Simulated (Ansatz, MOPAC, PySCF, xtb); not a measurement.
Pair of molecules: HCl (SMILES Cl) (first 2 atoms) with ClH3Si (SMILES [SiH3]Cl); geometry from B3LYP-D3(BJ)/def2-TZVP, rigid monomers moved along the line of their centres of mass till H2···Cl4 is 2.84 Å.
(charge 0, multiplicity 1):
```xyz
7

Cl    -0.3135    -0.4178     0.9692
H      0.5898    -0.1007     1.8322
Si    -0.4513     0.4464     5.1448
Cl     1.4995     0.5829     4.4297
H     -0.9236    -0.9293     4.9120
H     -1.2714     1.4265     4.4120
H     -0.4106     0.7582     6.5855
```

Counterpoise-corrected where a basis set is named; no monomer relaxation. Rows marked so take none.

Frozen-core correlation. Rows in 6-31G* carry no dispersion term and start afresh at each structure (6-31G* with six Cartesian d functions). MP2/6-31G* freezes PySCF's default core. The state reached by AM1 isn't checked.

Programs: Ansatz (Gaussian basis) for Hartree–Fock, density functionals and correlated methods; MOPAC for AM1 (differences of heats of formation); PySCF for 6-31G* rows, the dispersion terms; xtb for the GFN methods. Each number belongs to the level named beside it.

| level | interaction energy (kJ/mol) |
|---|---|
| AM1 | -3.2 |
| GFN1-xTB | -6.3 |
| PBE-D3(BJ)/def2-TZVPPD | -11.0 |
| B3LYP-D3(BJ)/def2-TZVPPD | -10.8 |
| PBE0-D4/def2-TZVPPD | -10.3 |
| M06-2X/6-31G* (no counterpoise) | -11.0 |
| wB97M-V/def2-TZVPPD | -9.1 |
| MP2/6-31G* | -5.8 |
| CCSD/aug-cc-pV(D+d)Z | ? |

Task: What belongs in the gaps?

Result: 
- CCSD/aug-cc-pV(D+d)Z, interaction energy (kJ/mol): -7.3

Ansatz is a program for electronic structure.
